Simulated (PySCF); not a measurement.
Electron correlation in Ar⁺ (argon, charge +1)

[Ne] 3s2 3p5, 2P determinant. Computed with PySCF 2.14 in aug-cc-pVDZ-DK, with the spin-free X2C one-electron Hamiltonian (Gaussian nucleus). Frozen: [Ne]; 7 electrons correlated.

MP2 pair energies summed by pair of shells (mhartree):

```
 pair  energy  share (%)
3p-3p  -81.63       68.8
3s-3p  -30.14       25.4
3s-3s   -6.80        5.7
```

Total MP2 correlation energy: -118.57 mhartree.

Same-spin part -29.91 and opposite-spin part -88.65 mhartree; SCS-MP2 scales them by 1/3 and 6/5 to -116.36 mhartree.
